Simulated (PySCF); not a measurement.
A structure optimised at PBE0-D3(BJ)/def2-SVP, used in a PySCF frequency run:

```xyz
8

W      0.0568     0.0474    -0.1257
S      0.8849     1.5867     1.0926
S      1.0738    -1.8105     0.0714
N      0.1104     0.6297    -1.9561
H      0.2175     1.5986    -2.2459
H      0.1491    -0.0052    -2.7504
S     -2.1347    -0.4247     0.5462
H     -2.5282     0.8698     0.6260
```
Charge 0, spin multiplicity 1.

Q: Write its SMILES and formula.

A: [NH2][W](=[S])(=[S])[SH], H₃NS₃W

Q: What are its rotational constants (standard atomic weights)?

A: 1.6186, 1.5230, 1.1928 GHz
